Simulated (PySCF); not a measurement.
Compound: Ti(NCS)Cl3, CCl3NSTi (singlet state).
Structure used (PBE0-D3(BJ)/def2-SVP), in Å, numbered top down from 1:
```
atom  x, y, z in Å
Ti1    0.0450   -0.0908   -1.0714
N2    -0.0161    0.0904    0.7645
C3    -0.0415    0.1489    1.9716
S4    -0.0808    0.2204    3.5323
Cl5    2.1080   -0.1369   -1.7149
Cl6   -0.9479    1.5969   -1.9807
Cl7   -0.9749   -1.9308   -1.5699
```

Computed with PySCF, TDDFT CAM-B3LYP/def2-SVPD, vertical, gas phase, core orbitals frozen in the response. The geometry optimisation had not met its thresholds, so the values belong to a structure short of the stationary point.

Transition dipole moments from the ground state, in atomic units and in the frame of the coordinates above (overall signs are arbitrary), for the states with f of 0.002 or more among the lowest 15:

```json
{"state": "S2", "E (hartree)": "0.1260", "μx": "0.127", "μy": "0.082", "μz": "0.001"}
{"state": "S3", "E (hartree)": "0.1260", "μx": "0.082", "μy": "-0.130", "μz": "0.015"}
{"state": "S4", "E (hartree)": "0.1564", "μx": "-0.031", "μy": "0.092", "μz": "1.154"}
{"state": "S8", "E (hartree)": "0.1644", "μx": "-0.129", "μy": "-0.163", "μz": "0.089"}
{"state": "S9", "E (hartree)": "0.1646", "μx": "-0.189", "μy": "0.138", "μz": "-0.062"}
{"state": "S10", "E (hartree)": "0.1779", "μx": "-0.029", "μy": "0.109", "μz": "1.334"}
{"state": "S12", "E (hartree)": "0.1826", "μx": "-0.106", "μy": "0.081", "μz": "0.042"}
{"state": "S13", "E (hartree)": "0.1830", "μx": "0.056", "μy": "0.098", "μz": "0.112"}
{"state": "S14", "E (hartree)": "0.1841", "μx": "-0.006", "μy": "-0.224", "μz": "-0.207"}
{"state": "S15", "E (hartree)": "0.1843", "μx": "-0.199", "μy": "-0.078", "μz": "-0.080"}
```

(1) Work out the oscillator strengths.

(2) Which bond between heavy atoms lies closest to the direction of the S10 transition dipole?

(3) What angle do the transition dipoles of S4 and S10 make?

(4) How is the summed strength of these states shared among x, y and z?

(5) What peak molar absorption coefficient would the strongest computed level give as a lone Gaussian band 0.3 eV wide at half height?

Results:

(1) f = (2/3) ΔE |μ|² with ΔE in hartree (27.2114 eV).

```tsv
state	|μ|² (au)	|μ| (D)	f
S2	0.023	0.38	0.002
S3	0.024	0.39	0.002
S4	1.341	2.94	0.140
S8	0.051	0.57	0.006
S9	0.058	0.61	0.006
S10	1.793	3.40	0.213
S12	0.020	0.36	0.002
S13	0.025	0.40	0.003
S14	0.093	0.77	0.011
S15	0.052	0.58	0.006
```

(2) Ti1–N2, N2–C3 and C3–S4, at 1° from it; next Ti1–Cl6 at 70°.

(3) |cos θ| = |μa·μb| / (|μa| |μb|) = 1.00, so θ ≈ 0° (taken between 0 and 90°, since the signs are arbitrary).

(4) (2/3) Σ ΔE μα² gives 0.014 for x, 0.018 for y and 0.359 for z, 0.392 in all.

(5) ε(max) = 2.175×10⁸ f / FWHM, with the width in cm⁻¹. S10: 2.175×10⁸ × 0.2126 / 2420 ≈ 19000 L mol⁻¹ cm⁻¹.

S2/S3, S8/S9 and S14/S15 coincide within about 0.01 eV; within a degenerate level the directions of the single components are arbitrary.

Time: 94 s (grids of density and orbitals included); peak memory 0.87 GiB. Hardware: an AMD EPYC with one thread, no GPU, on a shared host.
